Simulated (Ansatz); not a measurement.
Basis-set series for C2H6FGeN (`N/C(F)=[CH]/[GeH3]`). Charge 0, multiplicity 1. The geometry is a stationary point of PBE0-D4/def2-TZVP. It is one conformer, not always the lowest.

```csv
functional,basis,functions,energy (Eh),HOMO (eV),LUMO (eV)
PBE0-D4,def2-SVP,118,-2310.44945,-6.34,0.70
PBE0-D4,def2-QZVPP,497,-2311.04051,-6.50,0.24
ωB97M-V,def2-SVP,118,-2310.74752,-8.50,2.74
ωB97M-V,def2-QZVPP,497,-2311.34513,-8.68,1.46
```

**Question.** Give the rows for def2-TZVPP. (An estimate is asked.)

**Answer.** Computed: 
```tsv
functional	basis	functions	energy (Eh)	HOMO (eV)	LUMO (eV)
PBE0-D4	def2-TZVPP	256	-2310.98298	-6.47	0.47
ωB97M-V	def2-TZVPP	256	-2311.28933	-8.65	2.15
```

Positive LUMOs are unbound and depend on the basis. Scalar relativity is left out up to krypton.
